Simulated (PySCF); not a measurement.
PySCF 2.14 output of an unrestricted M06-L calculation on a single atom or ion in aug-cc-pVTZ-DK, with scalar relativity by spin-free X2C-1e:

```
SCF conv_tol = 1e-09
number electrons alpha = 13  beta = 9
    Y. Zhao and D. G. Truhlar.,  J. Chem. Phys. 125, 194101 (2006)
    Y. Zhao and D. G. Truhlar.,  J. Chem. Phys. 125, 194101 (2006)
    Y. Zhao and D. G. Truhlar.,  Theor. Chem. Acc. 120, 215 (2008)
cycle= 1 E= -948.719384253752  delta_E= -0.00686  |g|= 0.0109  |ddm|= 3.96
cycle= 2 E= -948.719516591522  delta_E= -0.000132  |g|= 0.00368  |ddm|= 0.358
cycle= 3 E= -948.71952293502  delta_E= -6.34e-06  |g|= 0.00247  |ddm|= 0.168
cycle= 4 E= -948.719524842746  delta_E= -1.91e-06  |g|= 0.000347  |ddm|= 0.051
cycle= 5 E= -948.719524891804  delta_E= -4.91e-08  |g|= 2.63e-05  |ddm|= 0.0112
cycle= 6 E= -948.719524892405  delta_E= -6.01e-10  |g|= 2.75e-06  |ddm|= 0.00287
converged SCF energy = -948.719524892405  <S^2> = 6.0009186  2S+1 = 5.0003674
```

The run itself started from symmetry-adapted Hartree-Fock orbitals and held the occupation by maximum overlap, on a logarithmic radial grid, so the iterations belong to that start.

Problem. Which element, charge and spin multiplicity is this?

Solution. V⁺ (vanadium, charge +1), multiplicity 5; the state was [Ar] 3d3 4p1, one real determinant (an excited configuration).

⟨L²⟩ = 14.03 against 20 for a pure G term, so this real determinant mixes terms.
